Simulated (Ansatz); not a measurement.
Cost and result up the ladder for SnMe2 (C₂H₆Sn) (9 atoms). Charge 0, multiplicity 1. Geometry: PBE0-D4/def2-TZVP.

```xyz
9

Sn    0.409   -0.625   -1.334
C    -0.566    1.259   -0.786
H     0.104    1.837   -0.140
H    -1.470    1.048   -0.206
H    -0.832    1.865   -1.652
C     0.578   -1.275    0.751
H    -0.426   -1.361    1.181
H     1.112   -0.516    1.331
H     1.090   -2.232    0.856
```

Ansatz on 4 threads of Arm Neoverse V2 on a shared host. Times are rough, and most runs start from the orbitals of an earlier one. ωB97X-V/def2-TZVP serves as the yardstick here, not as an exact answer. Differences are given only for rows in sets of like size (and for xTB, whose basis is part of the method), since another set adds its own error. Binding counts from free atoms at the same level (Sn triplet, C triplet, H doublet; other spins of the atoms weren't run), without zero-point energy or a counterpoise term.

In the def2 sets Sn takes a core potential; there is no spin–orbit coupling. Correlated methods freeze 6 core orbitals; core or outer-core shells of Sn are correlated, in sets that lack core-valence functions.

Correlated methods converge slowly with the basis.

```
                            level  functions  binding energy per atom (eV)  difference from ωB97X-V/def2-TZVP (eV)                  remarks
               PBE0-D4/def2-TZVPD        184                          3.52                                    0.00                        –
             r2SCANh-D4/def2-TZVP        148                          3.50                                   -0.02                        –
             r2SCAN0-D4/def2-TZVP        148                          3.48                                   -0.04                        –
                 PBE-D4/def2-TZVP        148                          3.56                                    0.04                        –
r2SCAN-D4/def2-TZVP (with forces)        148                          3.52                                   -0.01                        –
                BLYP-D4/def2-TZVP        148                          3.51                                   -0.01                        –
                  PBE-D4/def2-SVP         84                          3.56                                       –                        –
             r2SCAN-D4/def2-TZVPD        184                          3.52                                   -0.01                        –
              revPBE-D4/def2-TZVP        148                          3.49                                   -0.03                        –
                PBE0-D4/def2-TZVP        148                          3.52                                   -0.01                        –
                PBE-D4/def2-TZVPD        184                          3.56                                    0.04                        –
               CCSD(T)/def2-TZVPP        196                          3.46                                   -0.07  restricted SCF unstable
                 PBE0-D4/def2-SVP         84                          3.52                                       –                        –
                ωB97X-V/def2-TZVP        148                          3.53                                    0.00                        –
```

Q: Estimate how long each takes.

A: PBE-D4/def2-SVP 0.5 s; PBE0-D4/def2-SVP 0.65 s; PBE-D4/def2-TZVP 0.95 s; revPBE-D4/def2-TZVP 0.95 s; BLYP-D4/def2-TZVP 0.95 s; PBE0-D4/def2-TZVP 1.2 s; PBE-D4/def2-TZVPD 1.4 s; PBE0-D4/def2-TZVPD 1.6 s; r2SCAN0-D4/def2-TZVP 2.1 s; r2SCANh-D4/def2-TZVP 2.2 s; r2SCAN-D4/def2-TZVP (with forces) 2.3 s; r2SCAN-D4/def2-TZVPD 2.7 s; ωB97X-V/def2-TZVP 3.6 s; CCSD(T)/def2-TZVPP 49 s. On shared hardware such times vary by a factor of up to 3.
